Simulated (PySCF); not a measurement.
`InChI=1S/C5H9FOSi/c1-2-5-3-4-8(6)7-5/h2,5,8H,1,3-4H2/t5-,8+/m1/s1`

Molfile (atoms numbered from 1):
```
C5H9FOSi
     RDKit          3D

 17 17  0  0  0  0  0  0  0  0999 V2000
    2.8645   -0.3591    0.4946 C   0  0  0  0  0  0  0  0  0  0  0  0
    1.8162    0.0395   -0.2003 C   0  0  0  0  0  0  0  0  0  0  0  0
    0.4322    0.1561    0.3545 C   0  0  2  0  0  0  0  0  0  0  0  0
   -0.4792   -0.9726   -0.1666 C   0  0  0  0  0  0  0  0  0  0  0  0
   -1.9246   -0.4834   -0.0629 C   0  0  0  0  0  0  0  0  0  0  0  0
   -1.7029    1.3671   -0.4221 Si  0  0  1  0  0  4  0  0  0  0  0  0
   -2.5305    2.3070    0.5903 F   0  0  0  0  0  0  0  0  0  0  0  0
   -0.1308    1.4033   -0.0304 O   0  0  0  0  0  0  0  0  0  0  0  0
    3.8406   -0.4521    0.0506 H   0  0  0  0  0  0  0  0  0  0  0  0
    2.7871   -0.6132    1.5391 H   0  0  0  0  0  0  0  0  0  0  0  0
    1.9013    0.3033   -1.2454 H   0  0  0  0  0  0  0  0  0  0  0  0
    0.4627    0.1325    1.4508 H   0  0  0  0  0  0  0  0  0  0  0  0
   -0.2964   -1.8921    0.3891 H   0  0  0  0  0  0  0  0  0  0  0  0
   -0.2330   -1.1496   -1.2157 H   0  0  0  0  0  0  0  0  0  0  0  0
   -2.3032   -0.6330    0.9495 H   0  0  0  0  0  0  0  0  0  0  0  0
   -2.5733   -1.0342   -0.7378 H   0  0  0  0  0  0  0  0  0  0  0  0
   -1.9378    1.8927   -1.7472 H   0  0  0  0  0  0  0  0  0  0  0  0
  1  2  2  0
  2  3  1  0
  3  4  1  0
  4  5  1  0
  5  6  1  0
  6  7  1  0
  6  8  1  0
  8  3  1  0
  1  9  1  0
  1 10  1  0
  2 11  1  0
  3 12  1  1
  4 13  1  0
  4 14  1  0
  5 15  1  0
  5 16  1  0
  6 17  1  6
M  END
```

Level of theory: PySCF 2.14.0, TDDFT BHandHLYP/def2-SVPD circular dichroism and optical rotation, one conformer, gas phase. Geometry: GFN2-xTB.

The molecule is flexible and this is one conformer; a measurement averages over conformers.

**Question.** Draw the ECD and absorption spectra from the lowest 8 states, each a Gaussian of half-width 0.3 eV at 1/e height.

**Answer.** 
```
E (eV)  λ (nm)  Δε (L mol⁻¹ cm⁻¹)  ε (L mol⁻¹ cm⁻¹)
  7.01     177              +0.77              1360
  7.16     173              +2.78              5790
  7.31     170              +5.30             15300
  7.46     166              +3.47             25300
  7.61     163              -5.02             26800
  7.76     160             -14.45             18800
  7.91     157             -21.95              9530
  8.06     154             -29.01              4620
  8.21     151             -33.14              3200
  8.36     148             -34.62              3040
```
Δε uses R in velocity form, ε uses f in length form. Only the states computed contribute, so the short-wavelength end is incomplete.
